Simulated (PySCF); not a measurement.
# Ga²⁺: ionisation energy

Ga²⁺ [Ar] 3d10 4s1 (2S) → Ga³⁺ [Ar] 3d10 (1S), as a difference of total energies. All numbers are calculated (PySCF 2.14, the spin-free X2C one-electron Hamiltonian (Gaussian nucleus), in x2c-SVPall (5s4p3d, 32 functions)). The calculations carry no spin-orbit coupling.

```
method  ionisation energy (eV)  error (eV)
   UHF                  29.569      -1.157
  TPSS                  31.056      +0.330
  MN15                  30.468      -0.258
```

Reference: 30.726 eV (measured; NIST Atomic Spectra Database, ionization energies).
